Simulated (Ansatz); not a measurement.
C4H2Cl2Zr (`C#[C][Zr]([Cl])([Cl])[C]#C`), one more setting.

```yaml
crystal:
  periodic: [false, false, false]
  atoms:
    - {symbol: C, position_ang: [0.329329, -2.463204, 1.481048]}
    - {symbol: C, position_ang: [-0.137196, -1.444917, 1.007667]}
    - {symbol: Zr, position_ang: [-0.934164, 0.369245, 0.155213]}
    - {symbol: Cl, position_ang: [-2.777091, -0.151779, -1.159366]}
    - {symbol: Cl, position_ang: [-1.485468, 1.837281, 1.868935]}
    - {symbol: C, position_ang: [0.586811, 1.266678, -1.083440]}
    - {symbol: C, position_ang: [1.456117, 1.757415, -1.777793]}
    - {symbol: H, position_ang: [0.740966, -3.357198, 1.894783]}
    - {symbol: H, position_ang: [2.220685, 2.186491, -2.387037]}
basis:
  gaussian: {orbitals: x2c-TZVPPall, final_grid: {core_spheres: 20, valence_spheres: 16, degree: 47}}
hamiltonian: {xc: {name: HF}}
accuracy: high
output: {forces: true}
```

```sh
$ ansatz run in.yaml --threads 4 --pin off --events-out ev --progress --plain --max-ram 11315MiB
```

Output, abridged:

```
Functional definition: HF
4899 factors; integrals over basis functions are off by at most 1.1e-7 eV
mean field evaluation 1: about -127098.1145 eV, gradient 4.6e1 eV
mean field evaluation 2: about -127098.5592 eV, gradient 4.5e1 eV
mean field evaluation 4: about -127103.9597 eV, gradient 6.5e0 eV
mean field evaluation 8: about -127104.0907 eV, gradient 9.8e-1 eV
mean field evaluation 16: about -127104.0936 eV, gradient 2.0e-6 eV
mean field -127104.09356476 eV, -4670.9892842559 hartree, gradient 5.4e-8 eV, S^2 0.000000; 0 other end points of the search recorded, 0 dependent functions left out
reference -127104.09356476 eV, -4670.9892842559 hartree; 50, 50 occupied and 265, 265 virtual orbitals, 4899 factors
Total energy: -127104.09356476 eV, -4670.9892842559 hartree
Relativity: scalar
Atom 0 at     0.329329    -2.463204     1.481048 Å, force    -0.617594     1.358102    -0.637585 eV/Å
Atom 1 at    -0.137196    -1.444917     1.007667 Å, force     1.029160    -2.272545     1.062342 eV/Å
Atom 2 at    -0.934164     0.369245     0.155213 Å, force    -0.060712     0.023869     0.009952 eV/Å
Atom 3 at    -2.777091    -0.151779    -1.159366 Å, force    -0.484077    -0.131090    -0.337345 eV/Å
Atom 4 at    -1.485468     1.837281     1.868935 Å, force    -0.151058     0.382400     0.443264 eV/Å
Atom 5 at     0.586811     1.266678    -1.083440 Å, force     1.930817     1.104007    -1.550791 eV/Å
Atom 6 at     1.456117     1.757415    -1.777793 Å, force    -1.156759    -0.658993     0.927140 eV/Å
Atom 7 at     0.740966    -3.357198     1.894783 Å, force    -0.172935     0.367671    -0.167131 eV/Å
Atom 8 at     2.220685     2.186491    -2.387037 Å, force    -0.316843    -0.173419     0.250155 eV/Å
Dipole moment:     0.419022    -0.165616    -0.069640 e Å
```

Hardware: 4 threads of an Arm Neoverse V2 on a shared host. Wall time 29 s, peak host memory 2.9 GiB.
